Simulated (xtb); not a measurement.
Cl2O2W, triplet, at a GFN2-xTB geometry (such geometries of metal compounds can be far from the true shape) (the multiplicity is a formal guess); GFN2-xTB (xtb 6.7.1).

Input for xtb:
```
$ xtb mol.xyz --gfn 2 --uhf 2 --hess --json

# file mol.xyz
5

W      0.37433821    -0.07415431     0.12270466
O      1.49271735    -0.62827810    -1.01392940
O      0.74820365     0.18436419     1.74848290
Cl    -0.97950147     1.60541944    -0.73627097
Cl    -1.70452181    -1.07372945    -0.14352742
```

Write the output that xtb gives for this input, abridged.


```
   ID    Z sym.   atoms
    1   74 W      1
    2    8 O      2, 3
    3   17 Cl     4, 5

           -------------------------------------------------
          |                Calculation Setup                |
           -------------------------------------------------

           -------------------------------------------------
          |                 G F N 2 - x T B                 |
           -------------------------------------------------

          ...................................................
          :                      SETUP                      :
          :.................................................:
          :  # basis functions                  38          :
          :  # atomic orbitals                  35          :
          :  # shells                           13          :
          :  # electrons                        32          :
          :  max. iterations                   250          :
          :  Hamiltonian                  GFN2-xTB          :
          :  restarted?                      false          :
          :  GBSA solvation                  false          :
          :  PC potential                    false          :
          :  electronic temp.          300.0000000     K    :
          :  accuracy                    1.0000000          :
          :  -> integral cutoff          0.2500000E+02      :
          :  -> integral neglect         0.1000000E-07      :
          :  -> SCF convergence          0.1000000E-05 Eh   :
          :  -> wf. convergence          0.1000000E-03 e    :
          :  Broyden damping             0.4000000          :
          :  net charge                          0          :
          :  unpaired electrons                  2          :
          ...................................................

 iter      E             dE          RMSdq      gap      omega  full diag
   1    -10.5101566 -0.105102E+02  0.293E+01    1.72       0.0  T
   2    -12.0923964 -0.158224E+01  0.308E+01    0.02       1.0  T
   3    -17.6694445 -0.557705E+01  0.237E+01    1.51       1.0  T
   4    -18.1780750 -0.508630E+00  0.156E+01    1.36       1.0  T
   5    -18.6227743 -0.444699E+00  0.139E+01    1.53       1.0  T
   6    -18.5854477  0.373266E-01  0.143E+01    1.84       1.0  T
   7    -19.3091935 -0.723746E+00  0.986E+00    2.88       1.0  T
   8    -19.4186382 -0.109445E+00  0.838E+00    2.80       1.0  T
   9    -19.6447090 -0.226071E+00  0.597E+00    2.52       1.0  T
[...]
         :: total energy             -19.689355424700 Eh    ::
[...]
       1     69.45    -1.24296 ( 78.82%)    -0.95897 ( 21.18%)    -1.18282
       2    139.35    -0.83862 ( 98.37%)    -0.75278 (  1.63%)    -0.83722
       3    144.59    -0.81761 ( 98.59%)    -0.74186 (  1.41%)    -0.81654
       4    158.32    -0.76619 ( 99.01%)    -0.71500 (  0.99%)    -0.76568
       5    217.30    -0.59078 ( 99.72%)    -0.62122 (  0.28%)    -0.59087
       6    251.47    -0.51290 ( 99.84%)    -0.57796 (  0.16%)    -0.51300
       7    297.70    -0.42629 ( 99.92%)    -0.52797 (  0.08%)    -0.42637
   ------------------------------------------------------------------------

   temp. (K)  partition function   enthalpy   heat capacity  entropy
                                   cal/mol     cal/K/mol   cal/K/mol   J/K/mol
 298.15  VIB   80.2                 2722.577     14.001     17.634
         ROT  0.182E+06              888.752      2.981     27.053
         INT  0.146E+08             3611.330     16.982     44.687
         TR   0.470E+28             1481.254      4.968     42.839
         TOT                        5092.5835    21.9500    87.5253   366.2058

       T/K    H(0)-H(T)+PV         H(T)/Eh          T*S/Eh         G(T)/Eh
   ------------------------------------------------------------------------
    298.15    0.811555E-02    0.146607E-01    0.415861E-01   -0.269254E-01
   ------------------------------------------------------------------------

         :::::::::::::::::::::::::::::::::::::::::::::::::::::
         ::                  THERMODYNAMIC                  ::
         :::::::::::::::::::::::::::::::::::::::::::::::::::::
         :: total free energy         -19.716280801612 Eh   ::
         ::.................................................::
         :: total energy              -19.689355424624 Eh   ::
         :: zero point energy           0.006545161173 Eh   ::
         :: G(RRHO) w/o ZPVE           -0.033470538161 Eh   ::
         :: G(RRHO) contrib.           -0.026925376988 Eh   ::
         :::::::::::::::::::::::::::::::::::::::::::::::::::::

           -------------------------------------------------
          | TOTAL ENERGY              -19.689355424624 Eh   |
          | TOTAL ENTHALPY            -19.674694715053 Eh   |
          | TOTAL FREE ENERGY         -19.716280801612 Eh   |
          | GRADIENT NORM               0.000020365249 Eh/α |
          | HOMO-LUMO GAP               2.421696320886 eV   |
           -------------------------------------------------

normal termination of xtb
```
